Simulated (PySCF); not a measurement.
# Argon: a sound run and one with changed settings

Sound run: Ar+ [Ne] 3s2 3p5, Ar(2+) [Ne] 3s2 3p4. Computed with PySCF 2.14 in 6-31G* (4s3p1d, 18 functions), with the non-relativistic Hamiltonian (point nucleus). The sound run starts from symmetry-adapted Hartree-Fock orbitals and uses a fine grid where one is needed.

Changed run: radial step 0.8 in ln r (0.13 in the sound run). This setting is unsound on purpose.

```tsv
species	method	sound run (hartree)	changed run (hartree)	converged
Ar+	UHF	-526.23345	-526.23345	yes
Ar+	M06-L	-526.91024	-526.92521	yes
Ar+	PBE0	-526.75863	-526.78972	yes
Ar(2+)	UHF	-525.26382	-525.26382	yes
Ar(2+)	M06-L	-525.90041	-525.88671	yes
Ar(2+)	PBE0	-525.74330	-525.76345	yes
```

Ionisation energy of Ar+:

```csv
method,sound run (eV),changed run (eV)
UHF,26.385,26.385
M06-L,27.479,28.259
PBE0,27.629,27.926
```

A coarse radial grid mis-integrates the density and the exchange-correlation energy, with errors of either sign; Hartree-Fock needs no grid.

For comparison, NIST gives 27.630 eV between the lowest levels.
